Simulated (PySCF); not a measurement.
A species of formula C5H8F3OP has this rotational fingerprint, computed with PBE0/pcSseg-1 in PySCF (dipole) on a GFN2-xTB geometry, gas phase:

```
Rotational constants : A = 1647, B = 774.7, C = 685.9 MHz
Dipole components    : |μa| = 2.81 D, |μb| = 0.07 D, |μc| = 3.42 D
Inertial defect      : -222.37 u·Å²
κ                    : -0.81
```

Question: Which structure is it? (One computed conformer of each.)
A. `[CH2:1]=[CH:2][CH2:3][P@:4]([CH3:5])(=[O:6])[C:7]([F:8])([F:9])[F:10]` with C1–C2–C3–P4 -121°, C2–C3–P4–C5 70°
B. `[CH3:1][CH2:2][C@@H:3]1[C@H:4]([C:5]([F:6])([F:7])[F:8])[P@H:9]1=[O:10]` with C1–C2–C3–C4 -84°
C. `[CH3:1]/[CH:2]=[CH:3]/[P@@:4]([CH3:5])(=[O:6])[C:7]([F:8])([F:9])[F:10]` with C2–C3–P4–C5 -133°
D. `[CH3:1][CH2:2][P@:3]([CH3:4])(=[O:5])[C:6]([F:7])=[C:8]([F:9])[F:10]` with C1–C2–P3–C4 -54°, C2–P3–C6–F7 -115°

Answer: C. It is C/C=C/[P@@](C)(=O)C(F)(F)F, an asymmetric top, point group C1. The candidates at the same level (rigid rotor, commonest isotopes):

| SMILES | A (MHz) | B (MHz) | C (MHz) | μa (D) | μb (D) | μc (D) | Δ (u·Å²) | point group | rotor |
| --- | --- | --- | --- | --- | --- | --- | --- | --- | --- |
| CC[C@@H]1[C@H](C(F)(F)F)[P@H]1=O | 1301 | 1031 | 674.6 | 1.42 | 2.54 | 0.76 | -129.19 | C1 | asymmetric top |
| C/C=C/[P@@](C)(=O)C(F)(F)F | 1647 | 774.7 | 685.9 | 2.81 | 0.07 | 3.42 | -222.37 | C1 | asymmetric top |
| CC[P@](C)(=O)C(F)=C(F)F | 1450 | 839.8 | 797.5 | 1.81 | 0.09 | 3.66 | -316.62 | C1 | asymmetric top |
| C=CC[P@](C)(=O)C(F)(F)F | 1899 | 735.6 | 705.1 | 2.53 | 1.69 | 2.84 | -236.36 | C1 | near-prolate asymmetric top |

`CC[P@](C)(=O)C(F)=C(F)F` has C 16 % too high; `C=CC[P@](C)(=O)C(F)(F)F` has A 15 % too high; `CC[C@@H]1[C@H](C(F)(F)F)[P@H]1=O` has B 33 % too high. No structure here is proved a minimum.
